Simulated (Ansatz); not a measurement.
`[CH3][Zn][S][Si](F)(F)F`, 10 atoms. Charge 0, multiplicity 1. For Zn the d shell is correlated and the shells below it are frozen. Scalar relativity is left out up to krypton. Hardware: A = 2 threads of an AMD EPYC 7R13 on a shared host and a share of an NVIDIA H100 80 GB; B = 2 threads of an AMD EPYC 7R13 on a shared host. Correlated methods freeze the cores. Open-shell runs search over several starts.

Task: Give the basis size and wall time and peak host memory of each of these runs in Ansatz. RKS LC-ωPBE/def2-TZVPP energy [A]; RKS PBE0-D4/def2-QZVPP energy [A]; UKS B2PLYP (frozen core with 3s3p of Cu, Zn)/def2-TZVPP energy of the cation [A]; UKS PBE-D4/def2-TZVPP energy of the cation [A]; UHF-MP2 with 3s3p of Cu, Zn/def2-QZVPP energy of the cation [A]; RKS CAM-B3LYP-D4/def2-TZVPP energy [A]; RKS PBE0-D4/def2-SVP energy [B]; UKS ωB97M-V/def2-TZVPP energy of the cation [A]; RHF-MP2 with 3s3p of Cu, Zn/def2-QZVPP energy [A]; RKS ωB97X-V/def2-TZVPP energy [A]; direct RPA on PBE orbitals with 3s3p of Cu, Zn/def2-TZVPP energy [A]; RKS PBE0-D4/def2-TZVP relaxation (12 steps) [A]. (Estimate.)

Result: Computed: Other jobs shared the machine, so times are rough.

```
                                                    level                        job  functions  wall time  peak host memory (GiB)
                              RKS CAM-B3LYP-D4/def2-TZVPP                 energy [A]        314        3 s                     0.9
                                   RKS LC-ωPBE/def2-TZVPP                 energy [A]        314      3.2 s                    0.91
                                     RKS PBE0-D4/def2-SVP                 energy [B]        138      3.5 s                    0.41
direct RPA on PBE orbitals with 3s3p of Cu, Zn/def2-TZVPP                 energy [A]        314        4 s                     1.4
                                   RKS PBE0-D4/def2-QZVPP                 energy [A]        558      4.5 s                     1.2
                   RHF-MP2 with 3s3p of Cu, Zn/def2-QZVPP                 energy [A]        558      4.5 s                     1.1
                                   RKS ωB97X-V/def2-TZVPP                 energy [A]        314      5.5 s                    0.97
  UKS B2PLYP (frozen core with 3s3p of Cu, Zn)/def2-TZVPP   energy of the cation [A]        314        6 s                     1.4
                   UHF-MP2 with 3s3p of Cu, Zn/def2-QZVPP   energy of the cation [A]        558      7.5 s                     1.2
                                    UKS PBE-D4/def2-TZVPP   energy of the cation [A]        314        8 s                    0.94
                                   UKS ωB97M-V/def2-TZVPP   energy of the cation [A]        314      8.5 s                     1.2
                                    RKS PBE0-D4/def2-TZVP  relaxation (12 steps) [A]        264       29 s                       1
```

LC-ωPBE has ω = 0.4 bohr⁻¹.
